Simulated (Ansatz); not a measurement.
C4H10O2 (SMILES COCC(C)O), singlet, at a GFN2-xTB geometry. Base run: CCSD/def2-SV(P) in Ansatz (an electronic-structure program).

Here is a job for Ansatz.
Ansatz 0.2 input:
```yaml
crystal:
  periodic: [false, false, false]
  atoms:
    - {symbol: C, position_ang: [2.54950472, 0.54334797, -0.24605806]}
    - {symbol: O, position_ang: [1.38345909, -0.09997987, 0.19559518]}
    - {symbol: C, position_ang: [0.23988357, 0.24045846, -0.55972664]}
    - {symbol: C, position_ang: [-0.95499430, -0.50342354, 0.04806535]}
    - {symbol: C, position_ang: [-2.24478646, -0.19004403, -0.69843881]}
    - {symbol: O, position_ang: [-1.11983341, -0.13106068, 1.39642165]}
    - {symbol: H, position_ang: [2.45241018, 1.63403526, -0.17660422]}
    - {symbol: H, position_ang: [3.35582024, 0.20771282, 0.40294336]}
    - {symbol: H, position_ang: [2.78045923, 0.27681584, -1.28466438]}
    - {symbol: H, position_ang: [0.06530137, 1.32623464, -0.51216537]}
    - {symbol: H, position_ang: [0.37389487, -0.04723821, -1.61269568]}
    - {symbol: H, position_ang: [-0.74305430, -1.58420892, -0.01046806]}
    - {symbol: H, position_ang: [-2.44188471, 0.87797047, -0.66031259]}
    - {symbol: H, position_ang: [-2.17127461, -0.50778994, -1.73444189]}
    - {symbol: H, position_ang: [-3.06987896, -0.70923108, -0.22025609]}
    - {symbol: H, position_ang: [-0.24844409, -0.16800953, 1.80947925]}
basis:
  gaussian:
    orbitals: def2-SV_P_.json
magnetization: {spin_polarized: false}
correlation: {method: ccsd}
```
The basis file holds def2-SV(P) in the JSON format of the Basis Set Exchange.

Variants of this job, named by their change:

```json
[
 {"change": "base", "ΔE vs base (mEh)": "0.000", "MP2 correlation (Eh)": "-0.86902", "CC correlation without the perturbative part (Eh)": "-0.93049", "basis functions": "104", "core-seconds (rough)": "10"},
 {"change": "fitting = cc-pVTZ-JKFIT (mean field), cc-pVTZ-RIFIT (correlation)", "ΔE vs base (mEh)": "0.109", "MP2 correlation (Eh)": "-0.86893", "CC correlation without the perturbative part (Eh)": "-0.93043", "basis functions": "104", "core-seconds (rough)": "9"},
 {"change": "electrons = outside_noble_gas", "ΔE vs base (mEh)": "0.000", "MP2 correlation (Eh)": "-0.86902", "CC correlation without the perturbative part (Eh)": "-0.93049", "basis functions": "104", "core-seconds (rough)": "20"},
 {"change": "method = bccd", "ΔE vs base (mEh)": "1.451", "MP2 correlation (Eh)": "-0.86902", "CC correlation without the perturbative part (Eh)": "-0.92904", "basis functions": "104", "core-seconds (rough)": "20"},
 {"change": "method = bccd_t", "ΔE vs base (mEh)": "…", "MP2 correlation (Eh)": "-0.86902", "CC correlation without the perturbative part (Eh)": "-0.92904", "basis functions": "104", "core-seconds (rough)": "30"},
 {"change": "accuracy = high", "ΔE vs base (mEh)": "-0.008", "MP2 correlation (Eh)": "-0.86902", "CC correlation without the perturbative part (Eh)": "-0.93049", "basis functions": "104", "core-seconds (rough)": "40"},
 {"change": "reference functional = pbe0", "ΔE vs base (mEh)": "…", "MP2 correlation (Eh)": "-", "CC correlation without the perturbative part (Eh)": "…", "basis functions": "104", "core-seconds (rough)": "20"},
 {"change": "method = rpa", "ΔE vs base (mEh)": "…", "MP2 correlation (Eh)": "-", "CC correlation without the perturbative part (Eh)": "-", "basis functions": "104", "core-seconds (rough)": "4"},
 {"change": "method = mp2", "ΔE vs base (mEh)": "61.475", "MP2 correlation (Eh)": "-0.86902", "CC correlation without the perturbative part (Eh)": "-", "basis functions": "104", "core-seconds (rough)": "2"},
 {"change": "diis_vectors = 4", "ΔE vs base (mEh)": "0.001", "MP2 correlation (Eh)": "-0.86902", "CC correlation without the perturbative part (Eh)": "-0.93049", "basis functions": "104", "core-seconds (rough)": "20"}
]
```

Task: Some entries are withheld; supply them.

Result: 
- method = bccd_t, ΔE vs base (mEh): -23.422
- reference functional = pbe0, ΔE vs base (mEh): 3.832
- reference functional = pbe0, CC correlation without the perturbative part (Eh): -0.95067
- method = rpa, ΔE vs base (mEh): -56.183
